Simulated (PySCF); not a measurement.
Compound: C2H5GeNO2.
Numbering: `[O:1]=[CH:2][C:3](=[O:4])[NH:5][GeH3:6]` (hydrogens: H7 on C2; H8 on N5; H9, H10, H11 on Ge6)

Method: PBE0-D3(BJ)/def2-SVP geometry optimisation, gas phase in PySCF 2.14.0; density fitting, grid level 1; the optimiser is geomeTRIC in internal coordinates, started from a GFN2-xTB structure with every atom displaced at random (about 0.01 Å).

Step 0: E = -64229.2598 eV
```
atom  x, y, z in Å  |  force x, y, z in eV/Å
O1      2.6054    0.3134   -0.4026   -0.168   0.191  -0.425
C2      2.1322   -0.0989    0.6172    0.250  -0.121   0.140
C3      0.6355   -0.3029    0.8480    1.381   0.326  -0.518
O4      0.2465   -0.7392    1.9013   -0.344  -0.563   1.400
N5     -0.1686    0.0193   -0.1554    0.015   0.287  -0.638
Ge6    -1.9398   -0.2813    0.3048    0.096   0.091   0.039
H7      2.7782   -0.3811    1.4786   -0.153  -0.073   0.235
H8      0.2606    0.3935   -0.9989   -0.137  -0.045   0.037
H9     -2.2515    0.5819    1.4962   -0.187   0.288   0.371
H10    -2.0739   -1.7447    0.5848   -0.163  -0.642   0.118
H11    -2.6734    0.1360   -0.9204   -0.590   0.261  -0.758
```

Step 1: E = -64229.3926 eV
```
atom  x, y, z in Å  |  force x, y, z in eV/Å
O1      2.5573    0.3575   -0.4496    0.109   0.058  -0.215
C2      2.1838   -0.0862    0.5984   -0.129  -0.044   0.227
C3      0.7122   -0.3355    0.9117   -0.296  -0.115   0.247
O4      0.3709   -0.7781    2.0000    0.237   0.158  -0.338
N5     -0.1445   -0.0232   -0.0811   -0.233  -0.060   0.127
Ge6    -1.9754   -0.2676    0.2642    0.001  -0.043  -0.011
H7      2.8615   -0.3438    1.4459    0.046  -0.025   0.000
H8      0.2566    0.3396   -0.9398    0.075   0.020  -0.024
H9     -2.3506    0.6075    1.4730    0.013  -0.050  -0.115
H10    -2.2109   -1.7630    0.5521    0.007   0.154  -0.058
H11    -2.7097    0.1887   -1.0212    0.169  -0.054   0.158
```

Step 2: E = -64229.4039 eV
```
atom  x, y, z in Å  |  force x, y, z in eV/Å
O1      2.5419    0.3408   -0.4848   -0.021   0.036  -0.050
C2      2.1875   -0.0807    0.5816    0.031  -0.049  -0.066
C3      0.7253   -0.3277    0.9412   -0.075  -0.080   0.308
O4      0.4502   -0.7650    2.0455   -0.035   0.033  -0.128
N5     -0.1641   -0.0300   -0.0249    0.037   0.037  -0.047
Ge6    -1.9970   -0.2713    0.2587    0.087  -0.001   0.022
H7      2.8914   -0.3452    1.4067   -0.025   0.019   0.016
H8      0.2424    0.3366   -0.8810   -0.007   0.005  -0.062
H9     -2.4211    0.5980    1.4458   -0.011   0.006   0.008
H10    -2.2564   -1.7587    0.5142   -0.005  -0.010   0.005
H11    -2.6491    0.1992   -1.0495    0.022   0.003  -0.005
```

**Question.** Estimate the geometry and energy of step 3. (The exact step hangs on the optimiser's Hessian estimate; all steps are aligned on step 2, rigid shifts and turns removed.)

**Answer.** E = -64229.4059 eV, largest force 0.077 eV/Å
```
atom  x, y, z in Å  |  force x, y, z in eV/Å
O1      2.5116    0.3383   -0.4952    0.029  -0.023   0.044
C2      2.1784   -0.0857    0.5781    0.018   0.009   0.015
C3      0.7184   -0.3277    0.9522   -0.061  -0.037   0.010
O4      0.4238   -0.7651    2.0494    0.054   0.009   0.011
N5     -0.1579   -0.0250   -0.0233   -0.002   0.050  -0.059
Ge6    -1.9845   -0.2718    0.2625    0.015   0.008   0.007
H7      2.8923   -0.3431    1.3968    0.018   0.009  -0.023
H8      0.2523    0.3401   -0.8799   -0.012  -0.021   0.007
H9     -2.4160    0.5958    1.4469   -0.014   0.014   0.023
H10    -2.2424   -1.7588    0.5137   -0.010  -0.035   0.013
H11    -2.6246    0.1990   -1.0477   -0.036   0.017  -0.049
```

The energy changes by -0.0020 eV. The first-order estimate −F·Δx gives -0.0073 eV and the mean of the old and new forces, exact on a quadratic surface, -0.0020 eV. The step makes an angle of 71° with the force vector and moves no atom by more than 0.032 Å.

What follows is the cost of the whole optimisation. Time: 94 s wall; peak memory 0.53 GiB. Hardware: one thread of an Arm Neoverse V1, shared host.
